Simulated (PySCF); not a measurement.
F₂HS, charge +1. Atoms are numbered in the order given.

```xyz
4

F     -0.0312    -0.4721    -1.1812
S      0.1092     0.4735     0.0000
F     -0.0312    -0.4721     1.1812
H     -1.1856     0.9216     0.0000
```
Charge +1, spin multiplicity 1.

Geometry optimised at PBE0-D3(BJ)/def2-TZVP. The isomer is the one that the SMILES or the coordinates give; other isomers of the formula were not compared.

Level of theory: PySCF with PBE/def2-TZVPD.

The total energy is -597.84818 hartree, the point group is Cs and the highest occupied level is -16.18 eV. The lowest empty level is -10.36 eV and the orbital gap comes out as 5.82 eV. The dipole moment about the centre of nuclear charge comes out as 2.51 D and the mean static polarisability is 19.8 bohr³ (2.94 Å³). The polarisability, principal values is 17.1, 20.3, 22.0 bohr³.
